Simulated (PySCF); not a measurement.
A calculated (LDA, PySCF 2.14, dyall-av2z, no relativity, point nucleus) atom or ion has these occupied shells.

```csv
shell,electrons,orbital energy (eV),"rms radius, mean of both spins (bohr)"
1s α,1,-2744.4,0.106
1s β,1,-2744.0,0.106
2s α,1,-262.94,0.488
2s β,1,-262.50,0.488
2p α,3,-204.58,0.456
2p β,3,-204.03,0.456
3s α,1,-32.838,1.61
3s β,1,-30.648,1.61
3p α,3,-20.351,1.86
3p β,1,-18.311,1.86
```

Name the element and its charge.

Cl⁺ (chlorine, charge +1), in [Ne] 3s2 3p4, high-spin 3P determinant.
